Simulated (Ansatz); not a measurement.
One change: `[AlH2][B]([SiH3])O[SiH3]` becomes `[SiH3]BO[SiH3]`.

Ansatz, PBE0-D4/def2-TZVP geometries, multiplicity 1. Each molecule was computed in one conformer, which needn't be the lowest.

| property | `[AlH2][B]([SiH3])O[SiH3]` |
| --- | --- |
| LUMO energy (B3LYP/def2-TZVPP) / eV | -1.82 |
| HOMO energy (B3LYP/def2-TZVPP) / eV | -6.29 |
| LUMO energy (PBE0/def2-TZVPP) / eV | -1.67 |
| HOMO–LUMO gap (ωB97M-V/def2-TZVPP) / eV | 8.66 |
| LUMO energy (PBE/def2-TZVPP) / eV | -2.61 |
| HOMO–LUMO gap (PBE/def2-TZVPP) / eV | 2.77 |

Give the same properties after the change, and the shifts. (An estimate is asked.)

Computed: 
```csv
property,`[SiH3]BO[SiH3]`,shift
LUMO energy (B3LYP/def2-TZVPP) / eV,-1.46,0.36
HOMO energy (B3LYP/def2-TZVPP) / eV,-7.46,-1.17
LUMO energy (PBE0/def2-TZVPP) / eV,-1.27,0.40
HOMO–LUMO gap (ωB97M-V/def2-TZVPP) / eV,10.52,1.86
LUMO energy (PBE/def2-TZVPP) / eV,-2.24,0.37
HOMO–LUMO gap (PBE/def2-TZVPP) / eV,4.15,1.38
```

With PBE0 the HOMO falls by 1.19 eV and the LUMO rises by 0.40 eV, so the gap widens by about 1.59 eV. PBE moves the HOMO by -1.02 eV and ωB97M-V by -1.34 eV. The zero-point energy changes by -12.6 kJ/mol with -6 modes.

B3LYP here is the variant with VWN-RPA as its local correlation; programs differ in this.
